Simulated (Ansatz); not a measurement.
Reaction (formal exchange of groups at the Si–N bond): `C[SiH](Cl)[NH][AlH2]` + `C=C(F)Br` → `C[SiH](Cl)Br` + `C=C(F)[NH][AlH2]`

Isolated molecules relaxed with PBE0-D4/def2-TZVP in Ansatz; ΔE leaves out vibrations. CCSD(T)/CBS adds triple-zeta CCSD(T) − MP2 to the extrapolated MP2 energy (def2 sets, frozen cores). For Br outer-core shells are correlated without core-valence functions, which leaves a few kJ/mol of doubt a bond. Scalar relativity is left out up to krypton. Each species was taken in one conformer, which may not be the lowest.

```
               species  MP2/CBS(def2) energy (Eh)
`C[SiH](Cl)[NH][AlH2]`                -1087.87551
            `C=C(F)Br`                -2750.32787
        `C[SiH](Cl)Br`                -3362.67755
    `C=C(F)[NH][AlH2]`                 -475.55131
```

Q: Work out ΔE.

A: ΔE = (-3362.67755) + (-475.55131) − (-1087.87551) − (-2750.32787) = -0.02548 Eh = -0.69 eV. CCSD(T)/CBS gives -0.67 eV.

Largest T1 diagnostic among the species: 0.013.

From PBE to PBE0 (25 % exact exchange), in def2-TZVPP and without D4, ΔE moves by −0.05 eV. In def2-TZVPP, CCSD(T) changes the Hartree–Fock value by +0.21 eV (the triples alone add +0.03 eV) and MP2 by +0.18 eV.
